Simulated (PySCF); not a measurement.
All values below come from PBE-D3(BJ)/def2-TZVP // PBE-D3(BJ)/def2-SVP run with PySCF. All species are isolated molecules in the gas phase. Delta-SCF ions had no search for a lower state. Excitations are Tamm–Dancoff values on a coarser integration grid. The basis has no diffuse functions, so Rydberg states are missing or too high.

Reference species (SMILES): `c1cc2occc2o1` (neutral, multiplicity 1).

```
Quantity                                            Value
------------------------------------------------  -------
vertical ionisation energy (Delta-SCF)            7.91 eV
brightest of the four lowest singlets (TDA)       5.33 eV
adiabatic ionisation energy (no zero-point term)  7.81 eV
```

Changed species: `C1[C]2=[C]([SnH2][CH]=1)C=[CH][SnH2]2` (E = [SnH2]; the reference has E = O).

Task: What does the change do to the vertical ionisation energy (Delta-SCF), brightest of the four lowest singlets (TDA) and adiabatic ionisation energy (no zero-point term)?

Result: the vertical ionisation energy (Delta-SCF) falls by 0.32 eV, to 7.59 eV; the brightest of the four lowest singlets (TDA) decreases by 1.93 eV, to 3.40 eV; the adiabatic ionisation energy (no zero-point term) drops by 0.39 eV, to 7.42 eV.
